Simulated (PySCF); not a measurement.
C₂H₆FGaO. Atoms are numbered in the order given.

```xyz
11

Ga     0.0269    -0.3873     0.0000
F      1.0401    -1.8184     0.0000
C      0.8268     1.3976     0.0000
C     -0.1667     2.5540     0.0000
H      1.4933     1.4384    -0.8777
H      1.4933     1.4384     0.8777
H     -0.8202     2.5373     0.8864
H     -0.8202     2.5373    -0.8864
H      0.3491     3.5277     0.0000
O     -1.6933    -0.8401     0.0000
H     -2.3030    -0.0957     0.0000
```

The structure is a stationary point at PBE0-D3(BJ)/def2-SVP. The structure was generated by enumeration; whether it is a known compound was not checked. The values are those of a single conformer.

Calculation: TDA-M06-2X/def2-SVPD (PySCF).

Vertical excitations. Isolated molecule, no solvent. State labels are in the subgroup Cs.

Give excitation energies, oscillator strengths and character. (Estimate from the structure and the level; the computed values follow.)


| state | symmetry | energy (eV) | λ (nm) | f | main pairs |
|---|---|---|---|---|---|
| S1 | A" | 6.68 | 186 | 0.011 | HOMO→LUMO+1 94 % |
| S2 | A' | 6.81 | 182 | 0.145 | HOMO→LUMO 92 % |
| S3 | A" | 7.32 | 169 | 0.044 | HOMO−1→LUMO 80 % |
| S4 | A' | 7.91 | 157 | 0.025 | HOMO−1→LUMO+1 52 %, HOMO−3→LUMO 18 %, HOMO→LUMO+2 12 % |
| S5 | A' | 8.18 | 152 | 0.061 | HOMO→LUMO+2 79 % |
| S6 | A' | 8.48 | 146 | 0.114 | HOMO→LUMO+3 57 %, HOMO−1→LUMO+1 20 %, HOMO−3→LUMO 13 % |
| S7 | A" | 8.62 | 144 | 0.000 | HOMO−2→LUMO 90 % |
| S8 | A" | 8.72 | 142 | 0.013 | HOMO−3→LUMO+1 85 % |
| S9 | A' | 8.87 | 140 | 0.022 | HOMO−3→LUMO 37 %, HOMO→LUMO+3 20 %, HOMO−2→LUMO+1 20 %, HOMO→LUMO+4 6 % |
| S10 | A" | 8.87 | 140 | 0.003 | HOMO−1→LUMO+2 59 %, HOMO−1→LUMO+4 12 % |
| T1 | A' | 6.05 | 205 | 0 | HOMO→LUMO 82 % |
| T2 | A" | 6.20 | 200 | 0 | HOMO→LUMO+1 96 % |
| T3 | A" | 6.93 | 179 | 0 | HOMO−1→LUMO 74 % |
| T4 | A' | 7.08 | 175 | 0 | HOMO−1→LUMO+1 93 % |
Triplets are in the Tamm–Dancoff approximation.
